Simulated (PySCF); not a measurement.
BiCl3 (SMILES [Cl][Bi]([Cl])[Cl]), singlet, geometry from GFN2-xTB (such geometries of metal compounds can be far from the true shape) (core potentials on Bi). Base run: CAMB3LYP/def2-SVP, polarisability (PySCF).

PySCF was given this input:
```python
from pyscf import gto, scf, dft
from pyscf.prop import polarizability

mol = gto.M(
    atom='''
Bi   -0.00114832   -0.00025176    0.50286454
Cl   -1.82411267   -1.01684778   -0.82306642
Cl    0.03388913    2.09038979   -0.81726791
Cl    1.79583006   -1.07231283   -0.81482782
''',
    basis='def2-svp',
    ecp={'Bi': 'def2-svp'},
    verbose=4,
)

mf = dft.RKS(mol)
mf.xc = 'camb3lyp'
mf.kernel()
alpha = mf.Polarizability().polarizability()[2, 2]
print('alpha_zz =', alpha)
```

Each row names what was changed in the base input (with any setting that the change needs).

```tsv
change	alpha_zz (bohr³)	basis functions	core-seconds (rough)
base	54.77	80	30
functional = pbe	56.62	80	10
finite field (a.u.) = 0.05; conv_tol = 1e-11	55.12	80	50
basis = def2-SVPD	76.03	113	60
finite field (a.u.) = 0.001; conv_tol = 1e-11	54.77	80	50
finite field (a.u.) = 2e-4; conv_tol = 1e-6	54.80	80	30
finite field (a.u.) = 0.001; conv_tol = 1e-6	54.77	80	30
functional = hf	53.67	80	3
finite field (a.u.) = 0.005; conv_tol = 1e-11	54.77	80	50
functional = pbe0	55.43	80	20
finite field (a.u.) = 0.02; conv_tol = 1e-11	54.83	80	50
functional = lda,vwn	56.49	80	9
```

Finite-field rows take the second difference of the energy in a field along z; a small field with loose convergence shows SCF noise divided by the square of the field, and a large one adds hyperpolarisability.
